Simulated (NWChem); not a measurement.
Species: SiH4SO; SMILES O[SiH2]S

```xyz
7

Si    -0.5442     0.5634     0.0022
O      0.6628     1.7047     0.0206
S      0.1850    -1.4538    -0.0425
H     -1.3325     0.8321     1.2310
H     -1.3901     0.6349    -1.2244
H      1.3051     1.6612    -0.6948
H      0.7734    -1.3927     1.1729
```
Atoms are numbered in this order, from 1.

Program: NWChem. Medium grid unless said otherwise, to which SCAN and Minnesota functionals are sensitive. Structure relaxed at the PBE0/def2-SVP level. Hybrids' shares of exact exchange are those that their runs print; pure functionals count as 0. The functionals differ in more than this share.

```
row                 share of exact exchange  highest occupied level (eV)
------------------  -----------------------  ---------------------------
PBE/def2-SVP                           0.00                        -6.22
KT2/def2-SVP                           0.00                        -6.29
TPSSh/def2-SVP                         0.10                        -6.89
B3LYP/def2-SVP                         0.20                        -7.21
M06/def2-SVP                           0.27                        -7.42
BHandHLYP/def2-SVP                     0.50                     withheld
```

Fit a straight line of the last column on the one before it, predict the withheld value, and compare with the run.


1. Means of the 5 shown rows: x = 0.114, y = -6.806. Slope Σ(x − x̄)(y − ȳ)/Σ(x − x̄)² = -0.2550/0.05792 = -4.402; intercept -6.304.
2. The shown rows scatter about the line by 0.083 (root mean square); the largest residual is -0.15, at TPSSh/def2-SVP.
3. At x = 0.50 (BHandHLYP/def2-SVP; beyond the shown range) the line gives -8.51.
4. The run gives -8.62, -0.11 from the line, 1.3 times the scatter.
